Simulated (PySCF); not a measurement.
Compound: C₇H₉NO.
SMILES: `COCc1cccnc1`

Vertical excitations from PySCF (density fitting, frozen core in the response, grid level 2 and gas phase unless stated; continuum runs use non-equilibrium linear response for the excitations) on a GFN2-xTB geometry. Reference run:

| settings | S1, eV (f) | S2, eV (f) | S3, eV (f) | S4, eV (f) | S5, eV (f) | S6, eV (f) | T1, eV (Tamm–Dancoff) | mean α (au) |
| --- | --- | --- | --- | --- | --- | --- | --- | --- |
| PBE0/def2-SVPD, full TDDFT, 6 singlets | 4.88 (0.004) | 5.16 (0.000) | 5.52 (0.049) | 6.12 (0.059) | 6.24 (0.010) | 6.59 (0.006) | 4.17 | 91.8 |

Question: What do these settings give: PBE0/pcSseg-1, full TDDFT, 1 singlet?

Answer: 
| settings | S1, eV (f) | S2, eV (f) | S3, eV (f) | S4, eV (f) | S5, eV (f) | S6, eV (f) | T1, eV (Tamm–Dancoff) | mean α (au) |
| --- | --- | --- | --- | --- | --- | --- | --- | --- |
| PBE0/pcSseg-1, full TDDFT, 1 singlet | 4.94 (0.005) | – | – | – | – | – | 4.21 | 81.2 |

S1 moves by +0.06 eV. States are counted by energy in each run and needn't keep their character from row to row.

Question: Give the leading configurations of S1 (H = HOMO, L = LUMO) and the HOMO–LUMO gap of each run.

Answer: 
```csv
settings,S1 configurations (weight),S1 (eV),orbital gap (eV),S1 − gap (eV)
"PBE0/def2-SVPD, full TDDFT, 6 singlets","H→L 0.78, H−1→L 0.20",4.88,6.55,-1.67
"PBE0/pcSseg-1, full TDDFT, 1 singlet","H→L 0.74, H−1→L 0.24",4.94,6.62,-1.68
```

Conformer computed: `[CH3:1][O:2][CH2:3][c:4]1[cH:5][cH:6][cH:7][n:8][cH:9]1`: C1–O2–C3–C4 -179°, O2–C3–C4–C5 -26°.

One conformer stands for the species.
